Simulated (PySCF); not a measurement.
C6H11O (SMILES [CH2]CCCC(C)=O), doublet, geometry from GFN2-xTB; DF-B3LYP/6-311++G** in PySCF.

Here is a job for PySCF.
```python
from pyscf import gto, scf, dft

mol = gto.M(
    atom='''
C     2.785834    0.557502    0.519731
C     2.274402   -0.257549   -0.594343
C     0.849971   -0.766945   -0.344038
C    -0.139220    0.391403   -0.255062
C    -1.521295   -0.047816    0.173597
C    -2.591054    1.000866   -0.020060
O    -1.755561   -1.137576    0.629788
H     2.590184    0.261789    1.532450
H     3.451281    1.379687    0.345886
H     2.917814   -1.140642   -0.740759
H     2.310175    0.312142   -1.527334
H     0.819058   -1.328535    0.590622
H     0.548707   -1.442279   -1.146691
H     0.225128    1.110096    0.486869
H    -0.208122    0.919841   -1.208357
H    -2.236175    1.978037    0.296358
H    -3.486655    0.730369    0.532708
H    -2.838739    1.055331   -1.079012
''',
    basis='6-311++g**',
    charge=0,
    spin=1,
    verbose=4,
)

mf = dft.UKS(mol)
mf.xc = 'b3lyp'
mf = mf.density_fit(auxbasis='def2-universal-jkfit')
mf.kernel()
```

### Question
Predict the main parts of the log of this PySCF run.

### Answer

```
PySCF version 2.14.0

[INPUT] verbose = 4
[INPUT] num. atoms = 18
[INPUT] num. electrons = 55
[INPUT] charge = 0
[INPUT] spin (= nelec alpha-beta = 2S) = 1
[INPUT] symmetry False subgroup None
[INPUT] Mole.unit = angstrom
[INPUT] Symbol           X                Y                Z      unit          X                Y                Z       unit  Magmom
[INPUT]  1 C      2.785834000000   0.557502000000   0.519731000000 AA    5.264463288502   1.053526093897   0.982149248446 Bohr   0.0
[INPUT]  2 C      2.274402000000  -0.257549000000  -0.594343000000 AA    4.297996877163  -0.486697073656  -1.123145494052 Bohr   0.0
[INPUT]  3 C      0.849971000000  -0.766945000000  -0.344038000000 AA    1.606212403823  -1.449316002605  -0.650137596443 Bohr   0.0
[INPUT]  4 C     -0.139220000000   0.391403000000  -0.255062000000 AA   -0.263087671062   0.739644474333  -0.481997324784 Bohr   0.0
[INPUT]  5 C     -1.521295000000  -0.047816000000   0.173597000000 AA   -2.874830904670  -0.090359144372   0.328050786046 Bohr   0.0
[INPUT]  6 C     -2.591054000000   1.000866000000  -0.020060000000 AA   -4.896382433959   1.891362627389  -0.037907906059 Bohr   0.0
[INPUT]  7 O     -1.755561000000  -1.137576000000   0.629788000000 AA   -3.317529484968  -2.149707085878   1.190126836538 Bohr   0.0
[INPUT]  8 H      2.590184000000   0.261789000000   1.532450000000 AA    4.894738372230   0.494709512424   2.895910799590 Bohr   0.0
[INPUT]  9 H      3.451281000000   1.379687000000   0.345886000000 AA    6.521975868915   2.607230567623   0.653629810321 Bohr   0.0
[INPUT] 10 H      2.917814000000  -1.140642000000  -0.740759000000 AA    5.513869342422  -2.155500986176  -1.399831634307 Bohr   0.0
[INPUT] 11 H      2.310175000000   0.312142000000  -1.527334000000 AA    4.365598049817   0.589862891974  -2.886242960736 Bohr   0.0
[INPUT] 12 H      0.819058000000  -1.328535000000   0.590622000000 AA    1.547795300134  -2.510567296899   1.116113823143 Bohr   0.0
[INPUT] 13 H      0.548707000000  -1.442279000000  -1.146691000000 AA    1.036905952632  -2.725512305212  -2.166931939504 Bohr   0.0
[INPUT] 14 H      0.225128000000   1.110096000000   0.486869000000 AA    0.425430262971   2.097777411975   0.920049068541 Bohr   0.0
[INPUT] 15 H     -0.208122000000   0.919841000000  -1.208357000000 AA   -0.393293580497   1.738247568146  -2.283463790701 Bohr   0.0
[INPUT] 16 H     -2.236175000000   1.978037000000   0.296358000000 AA   -4.225758316599   3.737948194256   0.560035454824 Bohr   0.0
[INPUT] 17 H     -3.486655000000   0.730369000000   0.532708000000 AA   -6.588823040845   1.380197379872   1.006672224365 Bohr   0.0
[INPUT] 18 H     -2.838739000000   1.055331000000  -1.079012000000 AA   -5.364439249122   1.994286560763  -2.039037165119 Bohr   0.0

nuclear repulsion = 295.935236038888
number of shells = 125
number of NR pGTOs = 344
number of NR cGTOs = 231
basis = 6-311++g**
ecp = {}

******** <class 'pyscf.df.df_jk.DFUKS'> ********
method = DFUKS
initial guess = minao
damping factor = 0
level_shift factor = 0
DIIS = <class 'pyscf.scf.diis.CDIIS'>
diis_start_cycle = 1
diis_space = 8
diis_damp = 0
SCF conv_tol = 1e-09
SCF conv_tol_grad = None
SCF max_cycles = 50
direct_scf = False
number electrons alpha = 28  beta = 27
XC library pyscf.dft.libxc version 7.1.2
    S. Lehtola, C. Steigemann, M. J. T. Oliveira, and M. A. L. Marques,  SoftwareX 7, 1–5 (2018)
XC functionals = b3lyp
    P. J. Stephens, F. J. Devlin, C. F. Chabalowski, and M. J. Frisch,  J. Phys. Chem. 98, 11623 (1994)
radial grids:
    Treutler-Ahlrichs [JCP 102, 346 (1995); DOI:10.1063/1.469408] (M4) radial grids

becke partition: Becke, JCP 88, 2547 (1988); DOI:10.1063/1.454033
pruning grids: <function nwchem_prune>
grids dens level: 3
symmetrized grids: False
atomic radii adjust function: <function treutler_atomic_radii_adjust>
small_rho_cutoff = 0
Set gradient conv threshold to 3.16228e-05
tot grids = 206680
******** <class 'pyscf.df.df.DF'> ********
auxbasis = def2-universal-jkfit
init E= -311.070774765082

cycle= 1 E= -310.349742542385  delta_E= 0.721  |g|= 0.635  |ddm|= 3.02
cycle= 2 E= -309.803044761817  delta_E= 0.547  |g|= 1.33  |ddm|= 7.77
cycle= 3 E= -310.502944032889  delta_E= -0.7  |g|= 0.176  |ddm|= 7.32
cycle= 4 E= -310.516310502838  delta_E= -0.0134  |g|= 0.0567  |ddm|= 0.429
cycle= 5 E= -310.517808396651  delta_E= -0.0015  |g|= 0.00948  |ddm|= 0.153
cycle= 6 E= -310.517846659338  delta_E= -3.83e-05  |g|= 0.00415  |ddm|= 0.026
cycle= 7 E= -310.517855739068  delta_E= -9.08e-06  |g|= 0.00102  |ddm|= 0.00961
cycle= 8 E= -310.51785660355  delta_E= -8.64e-07  |g|= 0.000353  |ddm|= 0.00386
cycle= 9 E= -310.517856685601  delta_E= -8.21e-08  |g|= 0.000147  |ddm|= 0.00154
cycle= 10 E= -310.517856696878  delta_E= -1.13e-08  |g|= 5.29e-05  |ddm|= 0.00063
cycle= 11 E= -310.517856698296  delta_E= -1.42e-09  |g|= 2.75e-05  |ddm|= 0.000233
cycle= 12 E= -310.517856698668  delta_E= -3.73e-10  |g|= 6.26e-06  |ddm|= 7.73e-05
Extra cycle  E= -310.517856698689  delta_E= -2.02e-11  |g|= 8.47e-06  |ddm|= 2.77e-05
converged SCF energy = -310.517856698689  <S^2> = 0.75374251  2S+1 = 2.003739
```
